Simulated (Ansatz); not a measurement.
C4H12O3Si, charge +1, doublet, geometry from GFN2-xTB (a state made from the parent by changing its charge; the spin is typed, not shown lowest); PBE0/6-31G* run with Ansatz (a program for electronic structure).

Input for Ansatz:
Ansatz 0.2 input:
```yaml
crystal:
  periodic: [false, false, false]
  atoms:
    - {symbol: C, position_ang: [-2.39991602, -1.32830674, -0.44000439]}
    - {symbol: O, position_ang: [-1.52409009, -0.24200578, -0.31088098]}
    - {symbol: Si, position_ang: [0.00031476, 0.00256984, 0.10166338]}
    - {symbol: C, position_ang: [0.00643910, 0.05257217, 2.07976271]}
    - {symbol: O, position_ang: [0.55784010, 1.42745191, -0.35952729]}
    - {symbol: C, position_ang: [0.05738023, 2.72246189, -0.55000754]}
    - {symbol: O, position_ang: [0.96326375, -1.20982737, -0.29411746]}
    - {symbol: C, position_ang: [2.33807094, -1.43060849, -0.45208757]}
    - {symbol: H, position_ang: [-1.87967634, -2.22492795, -0.77324795]}
    - {symbol: H, position_ang: [-2.90870684, -1.51155829, 0.50923419]}
    - {symbol: H, position_ang: [-3.15192591, -1.04202118, -1.18092187]}
    - {symbol: H, position_ang: [-0.75419757, 0.75563074, 2.39639106]}
    - {symbol: H, position_ang: [0.99003856, 0.37299072, 2.40066313]}
    - {symbol: H, position_ang: [-0.21344157, -0.94574101, 2.43772405]}
    - {symbol: H, position_ang: [-0.97333622, 2.70605935, -0.90069937]}
    - {symbol: H, position_ang: [0.69403392, 3.20049260, -1.30007136]}
    - {symbol: H, position_ang: [0.13672990, 3.29284867, 0.37835967]}
    - {symbol: H, position_ang: [2.84525905, -0.54443509, -0.83035615]}
    - {symbol: H, position_ang: [2.44659535, -2.25070301, -1.16770230]}
    - {symbol: H, position_ang: [2.77626551, -1.74627634, 0.49756628]}
basis:
  gaussian:
    orbitals: 6-31G*
hamiltonian:
  xc: pbe0
total_charge: 1
magnetization: {spin_polarized: true, initial_magnetization: 1}
accuracy: high
```

What the program printed (banner, timings and long lists left out):

```
Functional definition: PBE0
3542 factors; integrals over basis functions are off by at most 5.6e-8 eV
mean field evaluation 1: about -18325.1750 eV, gradient 6.3e1 eV
mean field evaluation 2: about -18316.3554 eV, gradient 8.0e1 eV
mean field evaluation 4: about -18340.1486 eV, gradient 3.0e0 eV
mean field evaluation 8: about -18340.5878 eV, gradient 2.3e-1 eV
mean field evaluation 16: about -18340.5884 eV, gradient 1.3e-3 eV
mean field evaluation 32: about -18340.5884 eV, gradient 9.6e-8 eV
mean field -18340.58840447 eV, -674.0041921669 hartree, gradient 9.7e-8 eV, S^2 0.755669; 2 other end points of the search recorded, 0 dependent functions left out
reference -18340.58840707 eV, -674.0041922624 hartree; 37, 36 occupied and 111, 112 virtual orbitals, 3542 factors
Total energy: -18340.58840707 eV, -674.0041922624 hartree
```
